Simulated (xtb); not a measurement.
BrPb, doublet, at a GFN2-xTB geometry (such geometries of metal compounds can be far from the true shape) (the spin is typed, not shown lowest); GFN2-xTB (xtb).

Here is a job for xtb.
```
$ xtb mol.xyz --gfn 2 --chrg 0 --uhf 1 --json

# file mol.xyz
2

Pb    -0.00000000    -0.00000000    -0.78589737
Br     0.00000000     0.00000000     1.84124527
```

### Question
Predict the main parts of the log of this xtb run.

### Answer

```
   ID    Z sym.   atoms
    1   82 Pb     1
    2   35 Br     2

           -------------------------------------------------
          |                Calculation Setup                |
           -------------------------------------------------

           -------------------------------------------------
          |                 G F N 2 - x T B                 |
           -------------------------------------------------

          ...................................................
          :                      SETUP                      :
          :.................................................:
          :  # basis functions                  14          :
          :  # atomic orbitals                  13          :
          :  # shells                            5          :
          :  # electrons                        11          :
          :  max. iterations                   250          :
          :  Hamiltonian                  GFN2-xTB          :
          :  restarted?                      false          :
          :  GBSA solvation                  false          :
          :  PC potential                    false          :
          :  electronic temp.          300.0000000     K    :
          :  accuracy                    1.0000000          :
          :  -> integral cutoff          0.2500000E+02      :
          :  -> integral neglect         0.1000000E-07      :
          :  -> SCF convergence          0.1000000E-05 Eh   :
          :  -> wf. convergence          0.1000000E-03 e    :
          :  Broyden damping             0.4000000          :
          :  net charge                          0          :
          :  unpaired electrons                  1          :
          ...................................................

 iter      E             dE          RMSdq      gap      omega  full diag
   1     -6.4100710 -0.641007E+01  0.865E+00    0.00       0.0  T
   2     -6.4110678 -0.996770E-03  0.570E+00    0.00       1.0  T
   3     -6.4117189 -0.651077E-03  0.161E+00    0.00       1.0  T
   4     -6.4118805 -0.161581E-03  0.966E-01    0.00       1.0  T
   5     -6.4121119 -0.231424E-03  0.744E-01    0.00       1.0  T
   6     -6.4121626 -0.506762E-04  0.521E-02    0.00       1.4  T
   7     -6.4121627 -0.139392E-06  0.150E-02    0.00       4.7  T
   8     -6.4121627 -0.602513E-08  0.836E-04    0.00      84.5  T
   9     -6.4121627 -0.115197E-10  0.207E-04    0.00     340.9  T

[...]
         :: total energy              -6.411387057093 Eh    ::
[...]
         6        0.5000           -0.2768896              -7.5345 (HOMO)
         7        0.5000           -0.2768896              -7.5345 (LUMO)
         8                         -0.1025143              -2.7896
         9                          0.0853340               2.3221
        10                          0.0853340               2.3221
        11                          0.0918975               2.5007
        12                          0.0918975               2.5007
        13                          0.1973298               5.3696
      -------------------------------------------------------------
                  HL-Gap            0.0000000 Eh            0.0000 eV
             Fermi-level           -0.3039012 Eh           -8.2696 eV

     #   Z          covCN         q      C6AA      α(0)
     1  82 Pb       0.873     0.406   533.412    51.117
     2  35 Br       0.873    -0.406   196.419    22.597

 Mol. C6AA /au·bohr⁶  :       1356.932777
 Mol. C8AA /au·bohr⁸  :     159609.211221
 Mol. α(0) /au        :         73.713845

Wiberg/Mayer (AO) data.
largest (>0.10) Wiberg bond orders for each atom

 ---------------------------------------------------------------------------
     #   Z sym  total        # sym  WBO       # sym  WBO       # sym  WBO
 ---------------------------------------------------------------------------
     1  82 Pb   0.938 --     2 Br   0.938
     2  35 Br   0.938 --     1 Pb   0.938
 ---------------------------------------------------------------------------

Topologies differ in total number of bonds
Writing topology from bond orders to xtbtopo.mol

molecular dipole:
                 x           y           z       tot (Debye)
 q only:        0.000       0.000      -2.013
   full:        0.000       0.000      -2.980       7.574
molecular quadrupole (traceless):
                xx          xy          yy          xz          yz          zz
 q only:        2.008       0.000       2.008       0.000       0.000      -4.015
  q+dip:        4.083       0.000       4.083       0.000       0.000      -8.165
   full:        3.508      -0.000       3.508       0.000       0.000      -7.016

           -------------------------------------------------
          | TOTAL ENERGY               -6.411387057093 Eh   |
          | GRADIENT NORM               0.000000286519 Eh/α |
          | HOMO-LUMO GAP               0.000000000000 eV   |
           -------------------------------------------------

normal termination of xtb
```
